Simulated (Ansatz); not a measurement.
`OC#C[O][GaH2]` + `O[SiH3]` → `[SiH3][O][GaH2]` + `OC#CO` at 400 K and 1 bar (ligand exchange at a Ga–O bond).

Computed with Ansatz on PBE0-D4/def2-TZVP structures; ΔE is electronic, products minus reactants. CCSD(T)/CBS adds triple-zeta CCSD(T) − MP2 to the extrapolated MP2 energy (def2 sets, frozen cores). For Ga outer-core shells are correlated without core-valence functions, which leaves a few kJ/mol of doubt a bond. Scalar relativity is left out up to krypton. Each species was taken in one conformer, which may not be the lowest.

```
          species  CCSD(T)/CBS energy (Eh)  H − E (kJ/mol)  S (J/(mol·K))
  `OC#C[O][GaH2]`              -2152.09063           140.4          387.0
        `O[SiH3]`               -366.69042           120.0          276.4
`[SiH3][O][GaH2]`              -2291.24790           140.3          359.9
          `OC#CO`               -227.53355           121.6          296.2
```

H − E and S are ideal-gas, rigid-rotor, harmonic terms from PBE0-D4/def2-TZVP, for one conformer and one mirror image of each species. 1 Eh = 2625.50 kJ/mol, R = 8.31446 J/(mol·K).

By hand: ΔE, ΔH, ΔS and ΔG.

ΔE = (-2291.24790) + (-227.53355) − (-2152.09063) − (-366.69042) = -0.00040 Eh = -1.1 kJ/mol. Δ(H − E) = 140.3 + 121.6 − 140.4 − 120.0 = 1.5, so ΔH = 0.4 kJ/mol. ΔS = 359.9 + 296.2 − 387.0 − 276.4 = -7.3 J/(mol·K). ΔG = 0.4 − 400 × (-7.3)/1000 = 3.3 kJ/mol.

By hand: the equilibrium constant, and the temperature at which ΔG would vanish if ΔH and ΔS stayed fixed.

log₁₀ K = −ΔG/(RT ln 10) = -0.4. ΔH and −TΔS have one sign here, so there is no such temperature. One of them is within its doubt of zero, so this could turn.

TΔS isn't small against ΔH here. The sign of ΔG lies within the doubt. A doubt of 5 kJ/mol in ΔE shifts log₁₀ K by 0.7 here. Other conformers and mirror images would add mixing entropy, several J/(mol·K) or more a flexible species. These are equilibria of isolated gas molecules and say nothing of rates. Largest T1 diagnostic: 0.015 (customary marks: 0.02 for closed shells, 0.045 for open ones).
